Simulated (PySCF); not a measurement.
**Nb (niobium, neutral) across methods**

[Kr] 4d3 5s1 6s1, high-spin 6F determinant (an excited configuration). Calculation: PySCF 2.14, in aug-cc-pVDZ-PP with ECP28MDF; scalar relativity through the core potential.

```csv
method,E (hartree),mean ε 4d α (eV),mean ε 5s α (eV),mean ε 6s α (eV),Σ⟨r²⟩ (bohr²),⟨S²⟩
r2SCAN,-56.4932,-9.615,-8.160,-1.499,134.8,8.752
BLYP,-56.4245,-8.952,-7.802,-1.349,135.2,8.750
UHF,-56.00168,-14.329,-10.103,-2.153,138.6,8.754
LDA,-56.3058,-9.182,-8.259,-1.543,133.9,8.750
MN15,-56.3338,-10.951,-9.162,-1.298,131.5,8.751
PBE0,-56.4564,-10.632,-8.614,-1.759,135.7,8.751
r2SCANh,-56.4814,-10.134,-8.409,-1.578,134.9,8.752
PBE,-56.4697,-9.212,-7.984,-1.549,135.0,8.751
```

Task: Estimate the same row for BHandHLYP.

Result: E (hartree) = -56.3790; mean ε 4d α (eV) = -11.814; mean ε 5s α (eV) = -9.042; mean ε 6s α (eV) = -1.763; Σ⟨r²⟩ (bohr²) = 136.6; ⟨S²⟩ = 8.751.

Energies and moments cover only the electrons outside the core potential. The outer electron is Rydberg-like, and this basis confines it to a smaller radius and binds it less than a complete one would.
